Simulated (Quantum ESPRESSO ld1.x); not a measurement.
All-electron atom: Ce2+ in [Kr] 4d10 4f2 5s1 5p6 6s1 (not the ground configuration). Calculated with ld1.x of Quantum ESPRESSO 7.5: Dirac Kohn-Sham, relativistic LDA (MacDonald-Vosko exchange, VWN5 correlation), spin-unpolarised, spherical densities, point nucleus; open shells fill j = l - 1/2 first.

Unscreened Slater integrals over Kohn-Sham orbitals (hartree). Large and small components are both included. Empty in this configuration: 4f7/2.

\begin{tabular}{lr}
integral & value \\ \hline
F0(6s1/2,6s1/2) & 0.24938 \\
F0(6s1/2,4f5/2) & 0.31953 \\
G3(6s1/2,4f5/2) & 0.018100 \\
F0(6s1/2,5p3/2) & 0.30326 \\
G1(6s1/2,5p3/2) & 0.028684 \\
F0(6s1/2,5p1/2) & 0.30519 \\
G1(6s1/2,5p1/2) & 0.025591 \\
F0(6s1/2,4f7/2) & 0.31923 \\
G3(6s1/2,4f7/2) & 0.018397 \\
F0(4f5/2,4f5/2) & 0.83214 \\
F2(4f5/2,4f5/2) & 0.38200 \\
F4(4f5/2,4f5/2) & 0.23697 \\
F0(4f5/2,5p3/2) & 0.58927 \\
F2(4f5/2,5p3/2) & 0.22426 \\
G2(4f5/2,5p3/2) & 0.13529 \\
G4(4f5/2,5p3/2) & 0.10146 \\
F0(4f5/2,5p1/2) & 0.60962 \\
G2(4f5/2,5p1/2) & 0.14913 \\
F0(4f5/2,4f7/2) & 0.82798 \\
F2(4f5/2,4f7/2) & 0.37991 \\
F4(4f5/2,4f7/2) & 0.23564 \\
G2(4f5/2,4f7/2) & 0.37941 \\
G4(4f5/2,4f7/2) & 0.23535 \\
G6(4f5/2,4f7/2) & 0.16855 \\
F0(5p3/2,5p3/2) & 0.50731 \\
F2(5p3/2,5p3/2) & 0.27399 \\
F0(5p3/2,5p1/2) & 0.51833 \\
G2(5p3/2,5p1/2) & 0.27810 \\
F0(5p3/2,4f7/2) & 0.58783 \\
F2(5p3/2,4f7/2) & 0.22506 \\
G2(5p3/2,4f7/2) & 0.13698 \\
G4(5p3/2,4f7/2) & 0.10252 \\
F0(5p1/2,5p1/2) & 0.53036 \\
F0(5p1/2,4f7/2) & 0.60803 \\
G4(5p1/2,4f7/2) & 0.11198 \\
F0(4f7/2,4f7/2) & 0.82386 \\
F2(4f7/2,4f7/2) & 0.37787 \\
F4(4f7/2,4f7/2) & 0.23435 \\
F6(4f7/2,4f7/2) & 0.16782 \\
\end{tabular}
